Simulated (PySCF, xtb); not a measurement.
BrH3SiSn, SMILES [SiH3][Sn][Br] (connectivity only; charge and spin as stated), neutral, multiplicity 1.

xtb with GFN2-xTB at its own geometry gives an orbital gap of 1.89 eV and a dipole moment of 6.76 D.

Geometry optimised at B3LYP-D3(BJ)/def2-SVP. The structure was generated by enumeration; whether it is a known compound was not checked. The def2 effective core potentials stand for the cores of Sn; spin–orbit coupling is left out.

Task: What does PySCF with CAM-B3LYP/def2-TZVPD give? (Estimate from the structure and the level; the computed values follow.)

Result: gap 5.21 eV (levels -7.66 and -2.45 eV), dipole 3.01 D.
